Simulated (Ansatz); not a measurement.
Relaxation of a periodic cell of 33 atoms, H₈C₂O (contents 3 H2 + 3 CH3CH2OH, density as packed 0.63 g/cm³ with natural masses), to a largest force component of 0.3 eV/Å in at most 15 steps.

Theory: DFT PBE, scalar-relativistic, plane waves, PAW (Ansatz). Settings: accuracy low, cutoff 420 eV, k mesh 1x1x1, fermi-dirac smearing 0.02 eV, no spin polarisation.

```xyz
33
Lattice="7.2495 0.0000 0.0000 0.0000 7.2495 0.0000 0.0000 0.0000 7.2495" Properties=species:S:1:pos:R:3:forces:R:3
H -0.024 4.799 4.853 0.01 -0.22 -0.34
H 0.173 4.876 5.559 0.07 -0.09 0.17
H 1.292 1.339 6.735 0.15 -0.26 0.34
H 1.032 1.771 6.197 -0.20 0.33 -0.45
H 5.431 6.455 6.262 0.09 -0.18 0.39
H 5.097 6.839 5.728 -0.27 0.15 -0.05
C 2.457 1.948 1.827 0.15 -0.30 0.22
C 2.769 1.601 3.265 0.01 -0.08 -0.24
O 2.465 2.753 4.050 0.01 0.24 0.31
H 2.662 2.539 4.977 -0.06 0.10 -0.04
H 2.168 0.738 3.585 -0.15 -0.07 0.23
H 3.828 1.325 3.367 0.08 0.04 -0.01
H 2.671 1.100 1.170 -0.04 -0.03 -0.01
H 1.403 2.214 1.726 -0.18 0.05 -0.05
H 3.061 2.800 1.509 -0.09 -0.10 -0.18
C 1.076 5.769 0.319 0.14 0.06 0.44
C 1.841 5.581 1.609 -0.20 -0.26 -0.34
O 3.006 4.817 1.299 -0.29 0.01 -0.17
H 3.504 4.691 2.123 -0.19 -0.18 -0.05
H 2.114 6.558 2.033 0.02 0.07 0.02
H 1.216 5.061 2.348 0.03 -0.09 0.15
H 0.166 6.351 0.491 -0.10 0.12 -0.02
H 1.696 6.293 -0.411 0.06 0.05 -0.23
H 0.799 4.798 -0.096 0.04 -0.17 0.07
C 5.965 6.529 3.386 -0.15 0.08 -0.36
C 5.068 6.420 2.174 0.51 0.30 0.44
O 5.198 7.639 1.444 0.05 -0.09 -0.20
H 4.625 7.578 0.663 0.08 0.00 -0.05
H 5.366 5.559 1.559 0.02 -0.06 -0.08
H 4.026 6.260 2.488 0.26 0.36 0.13
H 5.909 5.620 3.991 -0.11 0.07 -0.05
H 7.000 6.680 3.073 0.15 0.04 0.06
H 5.662 7.380 4.000 0.10 0.08 -0.04
```

Q: Where does it end, and by what steps?

A: The forces met the threshold. The threshold is loose, so the end isn't yet a minimum. The force dipped under the threshold on the way, but the program's further checks kept it going. Limits of this set-up: coarse k mesh, low accuracy level. After 14 steps the energy has fallen by 1.406 eV; H2 moved furthest, 1.96 Å.

```json
{"step": "0", "energy less start (eV)": "0.0000", "largest force component (eV/Å)": "0.514", "accepted": "yes"}
{"step": "1", "energy less start (eV)": "-0.3711", "largest force component (eV/Å)": "0.192", "accepted": "yes"}
{"step": "2", "energy less start (eV)": "-0.5250", "largest force component (eV/Å)": "0.297", "accepted": "yes"}
{"step": "3", "energy less start (eV)": "-0.6675", "largest force component (eV/Å)": "0.307", "accepted": "yes"}
{"step": "4", "energy less start (eV)": "-0.8177", "largest force component (eV/Å)": "0.415", "accepted": "yes"}
{"step": "5", "energy less start (eV)": "-0.9385", "largest force component (eV/Å)": "0.671", "accepted": "yes"}
{"step": "6", "energy less start (eV)": "-1.0290", "largest force component (eV/Å)": "0.751", "accepted": "yes"}
{"step": "7", "energy less start (eV)": "-1.1106", "largest force component (eV/Å)": "0.394", "accepted": "yes"}
{"step": "8", "energy less start (eV)": "-1.1721", "largest force component (eV/Å)": "0.287", "accepted": "yes"}
{"step": "9", "energy less start (eV)": "-1.2249", "largest force component (eV/Å)": "0.501", "accepted": "yes"}
{"step": "10", "energy less start (eV)": "-1.2767", "largest force component (eV/Å)": "0.591", "accepted": "yes"}
{"step": "11", "energy less start (eV)": "-1.3310", "largest force component (eV/Å)": "0.455", "accepted": "yes"}
{"step": "12", "energy less start (eV)": "-1.3724", "largest force component (eV/Å)": "0.329", "accepted": "yes"}
{"step": "13", "energy less start (eV)": "-1.3905", "largest force component (eV/Å)": "0.350", "accepted": "yes"}
{"step": "14", "energy less start (eV)": "-1.4061", "largest force component (eV/Å)": "0.208", "accepted": "yes"}
```

```xyz
33
Lattice="7.2495 0.0000 0.0000 0.0000 7.2495 0.0000 0.0000 0.0000 7.2495" Properties=species:S:1:pos:R:3
H -0.571 3.441 4.092
H -1.068 3.723 4.580
H 0.575 1.558 6.775
H 0.621 2.120 6.276
H 4.298 5.966 6.802
H 4.792 6.289 6.312
C 2.459 1.689 2.166
C 3.094 2.173 3.456
O 2.795 3.586 3.612
H 3.181 3.891 4.450
H 2.691 1.620 4.326
H 4.184 2.023 3.417
H 2.708 0.630 2.007
H 1.365 1.788 2.192
H 2.844 2.267 1.308
C 1.103 5.500 -0.442
C 1.430 5.262 1.019
O 2.837 5.040 1.166
H 2.962 4.595 2.034
H 1.113 6.141 1.614
H 0.866 4.389 1.396
H 0.031 5.734 -0.554
H 1.677 6.354 -0.842
H 1.325 4.607 -1.054
C 6.468 7.051 3.882
C 5.580 6.641 2.728
O 5.719 7.612 1.682
H 5.156 7.322 0.945
H 5.865 5.639 2.360
H 4.525 6.575 3.057
H 6.415 6.304 4.685
H 7.516 7.126 3.560
H 6.168 8.024 4.296
```

Whether the end is a true minimum wasn't checked by a vibrational analysis.

Run time: 41 s on 1 thread of Arm Neoverse V1, on a shared host, peak memory 0.4 GiB.
